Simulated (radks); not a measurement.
Q: Excited configurations of Pb L: one electron is placed in a higher orbital outside [Ar] 3d10 4s2 4p2. The ground configuration is [Ar] 3d10 4s2 4p3. All-electron calculation, Dirac Kohn-Sham, PBE, spin-unpolarised, spherical densities, point nucleus; open shells fill j = l - 1/2 first. Program: a radial shooting solver on a logarithmic mesh with Libxc functionals. Excitation = E - E(ground); binding = E(ion) - E, where the ion is the core of charge +50; n* = 50/sqrt(2 binding) in atomic units. These energies are relativistic, and a one-electron ion of charge +50 with no core already has n* below n in this formula (Dirac formula, point nucleus: 5p1/2 4.941, 5f5/2 4.988, 6s1/2 5.939, 7s1/2 6.938, 7p1/2 6.938, 7d3/2 6.974). The quantum defect is therefore taken as that value minus n*, so that it holds no relativistic shift of the bare ion.

outer orbital  excitation (eV)  binding (eV)     n*  quantum defect  eigenvalue (eV)  <r> (bohr)
5p1/2                   1008.6        1729.3  4.435           0.506          -1709.7      0.5741
6s1/2                   1555.6        1182.3  5.364           0.576          -1171.2      0.8660
7s1/2                   1897.8        840.12  6.363           0.575          -832.56       1.217
7p1/2                   1917.0        820.89  6.437           0.501          -813.37       1.227
7d3/2                   1972.0        765.94  6.664           0.310          -758.79       1.276

Estimate the row for 5f5/2.

A: excitation (eV) 1283.2; binding (eV) 1454.7; n* 4.836; quantum defect 0.152; eigenvalue (eV) -1435.2; <r> (bohr) 0.5798. The Delta-SCF ionisation energy is 2737.9 eV (NIST Atomic Spectra Database: 2735 eV, theoretical). Self-interaction in the functional shifts the binding energies and quantum defects, so they are the method's values and not measured ones. Spin polarisation and multiplet splitting are left out, so open shells lie too high by an amount that depends on their filling.

Beside tabulated values, note that spin-unpolarised runs miss the spin-polarisation part of the exchange energy of open shells.
